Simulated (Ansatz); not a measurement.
Reaction (ligand exchange at the Si–O bond): `CO[SiH](Br)O[SiH3]` + `[NH2][SnH2][OH]` → `[OH][SnH2][NH][SiH3]` + `CO[SiH](O)Br`

Program: Ansatz. Geometries: PBE0-D4/def2-TZVP. ΔE: electronic, gas phase. CBS: MP2 limit from def2 TZ/QZ plus the TZ coupled-cluster correction, frozen cores. Functionals use def2-TZVPP. Elements past krypton have def2 core potentials. For Br, Sn outer-core shells are correlated without core-valence functions, which leaves a few kJ/mol of doubt a bond. Scalar relativity is left out up to krypton. Each species was taken in one conformer, which may not be the lowest.

| species | r2SCAN-D4 energy (Eh) |
| --- | --- |
| `CO[SiH](Br)O[SiH3]` | -3346.02553 |
| `[NH2][SnH2][OH]` | -347.36261 |
| `[OH][SnH2][NH][SiH3]` | -638.06209 |
| `CO[SiH](O)Br` | -3055.31126 |

**Question.** Work out ΔE.

**Answer.** ΔE = (-638.06209) + (-3055.31126) − (-3346.02553) − (-347.36261) = 0.01479 Eh = +38.8 kJ/mol. CCSD(T)/CBS gives +38.6 kJ/mol.

Largest T1 diagnostic among the species: 0.013.

In def2-TZVPP, CCSD(T) changes the Hartree–Fock value by −12.1 kJ/mol (the triples alone add −2.0 kJ/mol) and MP2 by −13.2 kJ/mol.
